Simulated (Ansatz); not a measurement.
One change: `Cc1ccc(N(C)C)cc1` becomes `Cc1ccc(O)cc1`.

Ansatz, PBE0-D4/def2-TZVP geometries, multiplicity 1. Each molecule was computed in one conformer, which needn't be the lowest.

| property | `Cc1ccc(N(C)C)cc1` |
| --- | --- |
| LUMO energy (ωB97M-V/def2-TZVPP) / eV | 2.01 |
| HOMO–LUMO gap (B3LYP/def2-TZVPP) / eV | 5.07 |
| LUMO energy (B3LYP/def2-TZVPP) / eV | -0.13 |
| HOMO–LUMO gap (PBE/def2-TZVPP) / eV | 3.59 |
| HOMO energy (B3LYP/def2-TZVPP) / eV | -5.19 |
| LUMO energy (PBE0/def2-TZVPP) / eV | 0.07 |

(1) What does the change do to each property? (Estimate.)

Results:

(1) Computed: 
```tsv
property	`Cc1ccc(O)cc1`	shift
LUMO energy (ωB97M-V/def2-TZVPP) / eV	1.76	-0.25
HOMO–LUMO gap (B3LYP/def2-TZVPP) / eV	5.65	0.58
LUMO energy (B3LYP/def2-TZVPP) / eV	-0.42	-0.29
HOMO–LUMO gap (PBE/def2-TZVPP) / eV	4.14	0.55
HOMO energy (B3LYP/def2-TZVPP) / eV	-6.07	-0.88
LUMO energy (PBE0/def2-TZVPP) / eV	-0.22	-0.29
```

With PBE0 the HOMO falls by 0.90 eV and the LUMO falls by 0.29 eV, so the gap widens by about 0.61 eV. PBE moves the HOMO by -0.84 eV and ωB97M-V by -0.94 eV.

B3LYP here is the variant with VWN-RPA as its local correlation; programs differ in this.
